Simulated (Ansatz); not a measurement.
`C=C(C)CN` + `[SH][GeH3]` → `NC[S][GeH3]` + propene  (substitution at a C–C bond)

Gas-phase electronic energies from Ansatz, PBE0-D4/def2-TZVP geometries. CBS: MP2 limit from def2 TZ/QZ plus the TZ coupled-cluster correction, frozen cores. Functionals use def2-TZVPP. For Ge outer-core shells are correlated without core-valence functions, which leaves a few kJ/mol of doubt a bond. Scalar relativity is left out up to krypton. Each species was taken in one conformer, which may not be the lowest.

`C=C(C)CN`:

```xyz
14

C     0.285    0.063    1.769
C    -0.153   -0.111    0.527
C    -0.802   -1.374    0.063
C    -0.013    0.979   -0.498
N     0.785    0.525   -1.631
H     0.754    0.992    2.077
H     0.185   -0.713    2.521
H    -1.834   -1.181   -0.251
H    -0.817   -2.130    0.848
H    -0.280   -1.771   -0.811
H     0.377    1.882   -0.007
H    -1.010    1.229   -0.882
H     1.750    0.403   -1.349
H     0.772    1.209   -2.376
```

`[SH][GeH3]`:

Cartesian coordinates in Å:
```
S -0.644 -1.582 0.217
Ge -0.048 0.523 -0.184
H 0.512 -1.908 0.818
H 1.199 0.565 -1.080
H 0.232 1.262 1.134
H -1.252 1.140 -0.904
```

`NC[S][GeH3]`:

```xyz
11

N    -0.083    0.499   -1.338
C    -1.182   -0.043   -0.577
S    -0.616   -1.367    0.531
Ge    1.110   -0.281    1.418
H    -0.372    1.307   -1.877
H     0.295   -0.194   -1.971
H    -1.986   -0.501   -1.167
H    -1.620    0.759    0.022
H     0.680    1.160    1.734
H     1.425   -1.045    2.716
H     2.348   -0.294    0.511
```

`C=CC`:

```xyz
9

C     1.148   -0.403   -0.662
C     0.383   -0.091    0.375
C    -1.039    0.343    0.290
H     0.769   -0.360   -1.678
H     2.179   -0.713   -0.534
H     0.809   -0.150    1.375
H    -1.691   -0.336    0.850
H    -1.173    1.337    0.729
H    -1.386    0.375   -0.745
```

```json
{"level": "r2SCAN-D4", "ΔE (kJ/mol)": "15.1", "difference from CCSD(T)/CBS": "-0.5"}
{"level": "PBE0-D4", "ΔE (kJ/mol)": "15.4", "difference from CCSD(T)/CBS": "-0.2"}
{"level": "ωB97M-V", "ΔE (kJ/mol)": "16.0", "difference from CCSD(T)/CBS": "0.4"}
{"level": "PBE", "ΔE (kJ/mol)": "13.2", "difference from CCSD(T)/CBS": "-2.4"}
{"level": "r2SCAN", "ΔE (kJ/mol)": "15.0", "difference from CCSD(T)/CBS": "-0.6"}
{"level": "PBE0", "ΔE (kJ/mol)": "16.2", "difference from CCSD(T)/CBS": "0.6"}
{"level": "HF/def2-TZVPP", "ΔE (kJ/mol)": "20.7", "difference from CCSD(T)/CBS": "5.1"}
{"level": "SCS-MP2/def2-TZVPP", "ΔE (kJ/mol)": "17.5", "difference from CCSD(T)/CBS": "1.9"}
{"level": "CCSD(T)/def2-TZVPP", "ΔE (kJ/mol)": "18.5", "difference from CCSD(T)/CBS": "2.9"}
{"level": "MP2/CBS(def2)", "ΔE (kJ/mol)": "14.8", "difference from CCSD(T)/CBS": "-0.8"}
{"level": "CCSD(T)/CBS", "ΔE (kJ/mol)": "15.6", "difference from CCSD(T)/CBS": "0"}
```

Largest T1 diagnostic among the species: 0.011.
